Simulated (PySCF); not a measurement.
CH₃Cl₂NbO, SMILES [CH3][Nb](=[O])([Cl])[Cl], multiplicity 1. Heavy atoms are numbered as in [Nb:1](=[O:2])([Cl:3])([Cl:4])[CH3:5]. Hydrogens are named by the atom that carries them.

Geometry: PBE0-D3(BJ)/def2-SVP. The spin state was assumed, not searched. The structure was generated by enumeration; whether it is a known compound was not checked. The def2 effective core potentials stand for the cores of Nb; spin–orbit coupling is left out.

All values below come from M06-2X/def2-TZVP (PySCF).

ESP charges are fitted to the potential on shells at 1.4 to 2.0 van der Waals radii. Atomic charges (e), one atom of each kind:

| atom | ESP fit | Löwdin | Mulliken |
|---|---|---|---|
| Nb1 | 0.84 | 0.20 | ___ |
| O2 | -0.37 | -0.25 | ___ |
| Cl3 | -0.19 | 0.07 | ___ |
| C5 (CH3) | -0.71 | -0.50 | -0.63 |
| H on C5 | 0.22 | 0.14 | 0.19 |

Fill in the missing entries. (Estimate from the structure and the level; the computed values follow.)


- Nb1, Mulliken: 1.30
- O2, Mulliken: -0.51
- Cl3, Mulliken: -0.36
